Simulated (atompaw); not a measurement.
## LDA (PW92) PAW (atompaw) dataset for europium, scalar-relativistic all-electron reference.

Eu, PAW, made with atompaw 4.2.0.5 (LDA (PW92), scalar-relativistic). Core [Xe] 4f6, reference 5d1 6s2 6p0. Waves: 6s (bound); 6s channel at 1.1 Ry; 6p (bound, empty); 6p channel at 4.7 Ry; 5d (bound); 5d channel at 2.65 Ry. Local part: bessel scheme, radius 2.05 bohr. Core correction: smooth core density matched at 1.60 bohr. Augmentation charge: sinc compensation charge, radius 2.35 bohr; PAW radius 3.00 bohr; waves and projectors: bloechl.

**Question.** Estimate the cutoffs (Ry, on a coarse ladder) from which the occupation-weighted sum of valence levels, in a spherical-Bessel basis at the reference potential, stays within 10 and 1 mRy of its value at 400 Ry.

**Answer.** 12 Ry and 15 Ry.

**Question.** Does the potential have ghost states?

**Answer.** Ghost state, extra bound levels that the all-electron valence spectrum of the same l lacks: s at -22.0 eV. A true bound ghost makes a file unfit for plane-wave use. The logarithmic derivative shows an extra or strongly shifted pseudo pole above the reference energy (p near 0.61 Ry).

**Question.** Is the overlap operator S = 1 + Σ q|β⟩⟨β| positive definite (Bessel basis up to 400 Ry)?

**Answer.** Barely: its lowest eigenvalue is 0.024 (s channel).

**Question.** Which valence shell sets the plane-wave cutoff?

**Answer.** 5d: its level needs 15 Ry to come within 1 mRy, against 10 Ry for 6s.
